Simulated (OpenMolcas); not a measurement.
# Fe V: effect of the level shift or regulariser

| Quantity | Value |
| --- | --- |
| Program | OpenMolcas |
| Basis | ANO-RCC-VQZP [7s6p4d3f2g1h] |
| Scalar Hamiltonian | DKH2, point nucleus |
| Active space | 4 electrons in 10 orbitals (3d 4d) |
| State averaging | 2S+1 = 5 even, 5 roots; 2S+1 = 3 even, 45 roots; 2S+1 = 1 even, 44 roots |
| Spin-orbit coupling | state interaction with AMFI integrals over the reference wave functions, term energies averaged over their components |

Methods on the same reference wave functions:
A. CASSCF
B. MS-CASPT2, IPEA 0.25 Eh, imaginary shift 0.1 Eh (closed shells correlated: 3s 3p)
C. MS-CASPT2, IPEA 0.25 Eh, real shift 0.2 Eh (closed shells correlated: 3s 3p)

Energies in cm-1 above 3d4 5D0, the measured ground level; measured values from Corliss and Sugar, J. Phys. Chem. Ref. Data 11, 135 (1982).

| Level | A | B | C | Measured |
| --- | --- | --- | --- | --- |
| 3d4 5D0 | 0.0 | 0.0 | 0.0 | 0.0 |
| 3d4 5D1 | 147 | 149 | 149 | 142 |
| 3d4 5D2 | 432 | 436 | 436 | 417 |
| 3d4 5D3 | 843 | 849 | 849 | 803 |
| 3d4 5D4 | 1366 | 1370 | 1370 | 1283 |
| 3d4 3H4 | 26590 | 25280 | 25280 | 24932 |
| 3d4 3H5 | 26913 | 25620 | 25620 | 25226 |
| 3d4 3H6 | 27270 | 25990 | 25990 | 25528 |
| 3d4 3P0(1) | 28378 | 24560 | 24560 | 24055 |
| 3d4 3P1(1) | 29241 | 25450 | 25450 | 24973 |
| 3d4 3F2(1) | 30630 | 27290 | 27300 | 26761 |
| 3d4 3F3(1) | 30718 | 27390 | 27400 | 26842 |
| 3d4 3P2(1) | 30759 | 26960 | 26970 | 26468 |
| 3d4 3F4(1) | 30887 | 27570 | 27570 | 26974 |
| 3d4 3G3 | 33552 | 30430 | 30430 | 29817 |
| 3d4 3G4 | 33932 | 30810 | 30820 | 30147 |
| 3d4 3G5 | 34236 | 31140 | 31150 | 30430 |
| 3d4 1I6 | 40170 | 38360 | 38360 | 37512 |
| 3d4 1G4(1) | 42322 | 37870 | 37870 | 36586 |
| 3d4 3D3 | 43421 | 37570 | 37580 | 36630 |
| 3d4 3D2 | 43528 | 37690 | 37690 | 36758 |
| 3d4 3D1 | 43654 | 37800 | 37810 | 36925 |
| 3d4 1S0 | 49128 | 40900 | 40920 | 39633 |
| 3d4 1D2 | 52527 | 47880 | 47880 | 46291 |

Deviations, from unrounded energies. A percentage is the sum of absolute deviations over the sum of measured energies, with the sign that they share, or ± where signs differ.

| Against measurement | Levels | A | B | C |
| --- | --- | --- | --- | --- |
| mean absolute deviation (cm-1) | 23 | 3700 | 620 | 620 |
| fine structure of the ground term (%) | 4 | +5.4 | +6.0 | +6.0 |
| other terms of the ground configuration (%) | 19 | +14.4 | +2.4 | +2.4 |

B, C lie about equally close to measurement and A furthest from it. The largest miss of B in the table is 3d4 1D2, by +1600 cm-1. The ranking rests on the paired levels alone, and a cruder setting can come out closer through cancelling errors.

Between B and C the level of the table that moves most is 3d4 1S0, by 14 cm-1 (lowest in B, highest in C). Moves below CASPT2's spread within the term are not significant.

The two smallest mean deviations differ by little beside CASPT2's spread within terms, so their order carries little weight.

From A to B the spin-free energies of the other terms of 3d4 shown, above 5D, scale by factors of 0.83 to 0.95, as is usual when dynamic correlation screens the repulsion within a d or f shell.

The lowest spin-free term lies below A's lowest term by 0.379 hartree in B, 0.379 hartree in C.

CASPT2 does not keep the components of a term degenerate, so their means are used; among the terms shown or strongly mixed into the levels shown the widest spread is 1300 cm-1 (3d4 1I, B). Active for correlation alone: 4d; no level in the range computed is led by a configuration that fills it, so any true level of that kind is missing. Without dynamic correlation excited terms often stand tens of per cent too high (terms of higher spin than the ground term too low), and those without a measured partner can miss by more than the paired ones (holds for A). The CASPT2 spread within a term exceeds the gap to the next term for 3d4 3D and 3d4 1G(1), 3d4 1G(1) and 3d4 1I, so the order of their levels is uncertain (holds for B; C). Measured partners are found by configuration, term and J. A level has none where our copy of the source lacks it or the pairing is in doubt (some pairs that miss far off the trend of their configuration count as doubtful), and it then counts in no deviation. Levels of configurations outside the active space are missing. Levels that lie high or do not pair safely by name in every column are left out.

A number in round brackets counts repeated terms of one configuration in the order of the reference energies.
